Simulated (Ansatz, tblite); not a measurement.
Spin states of the cluster Sr₂Se⁺ (the lowest doublet isomer of a short search), each relaxed with B3LYP-D4/def2-TZVP in Ansatz. Electronic energies in the gas phase.

In the def2 sets Sr takes a core potential; there is no spin–orbit coupling. The xTB rows come from tblite. B3LYP takes the VWN-RPA correlation. Correlated methods freeze 9 core orbitals; core or outer-core shells of Sr, Se are correlated, in sets that lack core-valence functions. The structure comes from a short search, and lower isomers may exist.

Doublet geometry:

```xyz
3

Sr    0.682    2.286   -1.330
Sr   -0.807   -2.302    1.229
Se    0.125    0.016    0.101
```

Quartet geometry (C2v within 0.1 Å):

Cartesian coordinates in Å:
```
Sr 2.125 -1.921 -0.359
Sr -1.639 2.374 0.106
Se -0.486 -0.453 0.253
```

⟨S²⟩: doublet 0.75 at PBE0-D4/def2-TZVP (pure 0.75), quartet 3.75 at PBE0-D4/def2-TZVP (pure 3.75).

Run but left out: HF/STO-3G, HF/def2-TZVP, HF/def2-TZVPP, MP2/def2-TZVP, MP2/def2-TZVPP (doublet: a determinant that CCSD turns far, T1 0.056).

Only these spin states were relaxed.

| level | quartet − doublet (kcal/mol) | lowest of these |
| --- | --- | --- |
| GFN1-xTB | 63.7 | doublet |
| B97M-V/def2-TZVP | 51.3 | doublet |
| PBE0-D4/def2-TZVP | 47.4 | doublet |
| RPA@PBE/def2-TZVP | 34.5 | doublet |

**Question.** Estimate the rows for GFN2-xTB, PBE-D4/def2-TZVP, r2SCAN-D4/def2-TZVP, B3LYP-D4/def2-TZVP.

**Answer.** 
| level | quartet − doublet (kcal/mol) | lowest of these |
| --- | --- | --- |
| GFN2-xTB | 39.9 | doublet |
| PBE-D4/def2-TZVP | 52.4 | doublet |
| r2SCAN-D4/def2-TZVP | 50.0 | doublet |
| B3LYP-D4/def2-TZVP | 46.1 | doublet |

The xTB methods have no spin-polarisation term.
